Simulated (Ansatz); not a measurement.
Geometry optimisation, RHF/def2-SVP (Ansatz).

input.yaml

```yaml
crystal:
  periodic: [false, false, false]
  atoms:
    - { symbol: W, position_ang: [-0.134611, 0.081205, 0.038979] }
    - { symbol: Cl, position_ang: [0.02578, 0.087296, 2.404368] }
    - { symbol: Cl, position_ang: [2.099986, -0.423581, -0.157484] }
    - { symbol: Cl, position_ang: [-0.310955, 2.306977, -0.313078] }
    - { symbol: O, position_ang: [-1.954658, -0.02803, 0.195538] }
    - { symbol: H, position_ang: [-2.502186, -0.794678, 0.327666] }
    - { symbol: F, position_ang: [-0.338591, -1.782637, 0.096133] }
    - { symbol: F, position_ang: [-0.201335, -0.113207, -1.795025] }
    - { symbol: F, position_ang: [1.88698, 1.98607, 1.37139] }
    - { symbol: H, position_ang: [2.056889, 1.651185, 2.199114] }
basis:
  gaussian: { orbitals: def2-SVP }
hamiltonian:
  xc: hf
relax:
  f_tol: 0.03
  max_steps: 50
```

Launched with:

```bash
$ ansatz run input.yaml --threads 4 --pin off --max-ram 5120MiB --backend cpu --events-out ev --progress --plain --runs-dir out
```

Question: Where does it end, and by what steps?

Answer: The forces met the threshold. After 26 steps the energy has fallen by 0.485 eV; F9 moved furthest, 1.31 Å.

```
step  energy less start (eV)  largest force component (eV/Å)  accepted
   0                  0.0000                           0.705       yes
   1                 -0.1825                           1.238       yes
   2                 -0.3279                           0.366       yes
   3                 -0.4012                           0.801       yes
   4                 -0.4243                           1.118       yes
   5                 -0.4613                           0.428       yes
   6                 -0.4646                           0.375       yes
   7                 -0.4716                           0.335       yes
   8                 -0.4233                           1.779        no
   9                 -0.4728                           0.289       yes
  10                 -0.4735                           0.522       yes
  11                 -0.4761                           0.153       yes
  12                 -0.4797                           0.065       yes
  13                 -0.4798                           0.064       yes
  14                 -0.4798                           0.126       yes
  15                 -0.4798                           0.125       yes
  16                 -0.4516                           1.633        no
  17                 -0.4809                           0.079       yes
  18                 -0.4815                           0.352       yes
  19                 -0.4822                           0.236       yes
  20                 -0.4822                           0.132       yes
  21                 -0.4835                           0.151       yes
  22                 -0.4839                           0.121       yes
  23                 -0.4844                           0.137       yes
  24                 -0.4846                           0.082       yes
  25                 -0.4848                           0.045       yes
  26                 -0.4851                           0.017       yes
```

```xyz
10
Properties=species:S:1:pos:R:3
W -0.265 -0.181 -0.210
Cl 0.127 0.068 2.088
Cl 2.012 -0.208 -0.528
Cl -0.312 2.077 -0.595
O -2.024 -0.226 0.166
H -2.860 -0.257 0.613
F -0.168 -2.016 -0.026
F -0.532 -0.484 -2.002
F 2.572 2.473 2.380
H 2.077 1.726 2.482
```

Whether the end is a true minimum wasn't checked by a vibrational analysis.

The run took 78 s on 4 threads of Arm Neoverse V1 (shared host), peak memory 0.5 GiB.
